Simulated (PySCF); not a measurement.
Ionisation energy of Yb⁵⁰⁺ by level of theory

Yb⁵⁰⁺ [Ar] 3d2 [3d3/2^2, M_J = 2] → Yb⁵¹⁺ [Ar] 3d1 [3d3/2^1, M_J = 3/2], as a difference of total energies. All numbers are calculated (PySCF 2.14, the two-component X2C-1e Hamiltonian, in an even-tempered Gaussian basis (15 s from 13 bohr⁻², ratio 2.8; 12 p from 17 bohr⁻², ratio 2.8; 8 d from 17 bohr⁻², ratio 2.8; 3 f from 53 bohr⁻², ratio 3)). Correlated levels: [Ne] frozen; the 72 highest virtual spinors dropped. "Screened" scales the spin-orbit matrix elements by Boettger's factors to mimic the two-electron term; Breit and QED terms are absent.

```
                    method  ionisation energy (eV)
           GHF (spin-free)                  4473.7
          GMP2 (spin-free)                  4473.1
 GHF (screened spin-orbit)                  4504.2
GMP2 (screened spin-orbit)                  4504.0
```

Breit and QED terms and the two-electron picture change are absent.

The spin-free rows relax to the high-spin LS determinant and lack the spin-orbit shift.

The labels give the starting determinants; with spin-orbit coupling the two ends relaxed to ⟨J²⟩ = 6.01, ⟨L²⟩ = 10.17, ⟨S²⟩ = 1.53 and ⟨J²⟩ = 3.75, ⟨L²⟩ = 6.04, ⟨S²⟩ = 0.79.

For comparison: 4502 ± 4 eV (theoretical estimate listed by NIST; NIST Atomic Spectra Database, ionization energies).
